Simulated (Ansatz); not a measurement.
Species: CH7B3, SMILES `BBCB` (charge 0, multiplicity 1).

**Question.** Give a relaxed geometry from B3LYP-D3(BJ)/def2-TZVP run with Ansatz (an electronic-structure program).

**Answer.** Several could match; the one computed here: the end point of this relaxation, one of several conformers (outside a Z-matrix the atoms follow the SMILES, hydrogens last).
Z-matrix (Å, degrees):
```
B
H 1 1.2010
C 1 1.5772 2 116.88
H 3 1.0891 1 114.05 2 176.20
H 3 1.1034 4 110.58 1 112.02
B 3 1.5474 4 115.55 5 121.92
H 6 1.1928 3 119.79 4 -160.90
H 6 1.1932 7 118.89 3 177.50
B 1 1.6381 2 119.38 3 179.73
H 9 1.1963 1 122.43 2 -90.21
H 9 1.1971 10 115.92 1 179.95
```
